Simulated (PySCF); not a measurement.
# Worked example: oscillator strength and radiative lifetime

CH₄BrGaO, SMILES [OH][Ga]([CH3])[Br].

Geometry optimised at B3LYP-D3(BJ)/def2-SVP. The structure was generated by enumeration; whether it is a known compound was not checked. Other conformers were not sampled.

PySCF 2.14.0 with TDDFT-CAM-B3LYP/def2-SVPD puts the first singlet state with f over 0.02 at 6.27 eV (vertical), with the transition dipole (-0.654, -0.131, 0.000) in atomic units.

Q: Find the oscillator strength, the wavelength and the radiative lifetime that this transition would have in vacuum if emission retraced absorption.

A: 
|μ|² = 0.4449 au, so |μ| = 1.70 D. ΔE = 6.27/27.211 = 0.2304 hartree. f = (2/3) ΔE |μ|² = 0.068 (the program prints 0.068).
λ = 1239.84/6.27 = 198 nm; ν = 50571 cm⁻¹.
Einstein's coefficient A = 0.6670 ν² f s⁻¹ (ν in cm⁻¹) = 1.2e8 s⁻¹, so τ = 1/A = 8.6 ns. This state is S1. The figure is the radiative limit of this one transition; relaxation, internal conversion, crossing to triplets and a medium change what is measured.
